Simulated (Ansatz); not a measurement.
`[CH3][Ge][OH]` + H–F → `[CH3][Ge][F]` + H₂O at 500 K and 1 bar (ligand exchange at a Ge–O bond).

Program: Ansatz. Geometries: PBE0-D4/def2-TZVP. ΔE: electronic, gas phase. CCSD(T)/CBS is the MP2 limit (def2-TZVPP, def2-QZVPP) plus CCSD(T) − MP2 in def2-TZVPP, frozen cores. This one scheme is used for every species. For Ge outer-core shells are correlated without core-valence functions, which leaves a few kJ/mol of doubt a bond. Scalar relativity is left out up to krypton. Each species was taken in one conformer, which may not be the lowest.

```tsv
species	CCSD(T)/CBS energy (Eh)	H − E (kJ/mol)	S (J/(mol·K))
`[CH3][Ge][OH]`	-2191.75471	161.1	346.9
H–F	-100.39570	39.4	188.7
`[CH3][Ge][F]`	-2215.78112	126.9	339.2
H₂O	-76.37941	73.2	206.3
```

H − E and S are ideal-gas, rigid-rotor, harmonic terms from PBE0-D4/def2-TZVP, for one conformer and one mirror image of each species. 1 Eh = 2625.50 kJ/mol, R = 8.31446 J/(mol·K).

Problem. By hand: ΔE, ΔH, ΔS and ΔG.

Solution. ΔE = (-2215.78112) + (-76.37941) − (-2191.75471) − (-100.39570) = -0.01012 Eh = -26.6 kJ/mol. Δ(H − E) = 126.9 + 73.2 − 161.1 − 39.4 = -0.4, so ΔH = -27.0 kJ/mol. ΔS = 339.2 + 206.3 − 346.9 − 188.7 = 9.9 J/(mol·K). ΔG = -27.0 − 500 × (9.9)/1000 = -31.9 kJ/mol.

Problem. By hand: the equilibrium constant, and the temperature at which ΔG would vanish if ΔH and ΔS stayed fixed.

Solution. log₁₀ K = −ΔG/(RT ln 10) = 3.3. ΔH and −TΔS have one sign here, so there is no such temperature.

The number of gas molecules stays the same, so ΔS is small and ΔH decides. A doubt of 5 kJ/mol in ΔE shifts log₁₀ K by 0.5 here. Other conformers and mirror images would add mixing entropy, several J/(mol·K) or more a flexible species. These are equilibria of isolated gas molecules and say nothing of rates. Largest T1 diagnostic: 0.014 (customary marks: 0.02 for closed shells, 0.045 for open ones).

ΔS is within the doubt of such terms, so its sign, and with it that verdict, could turn.
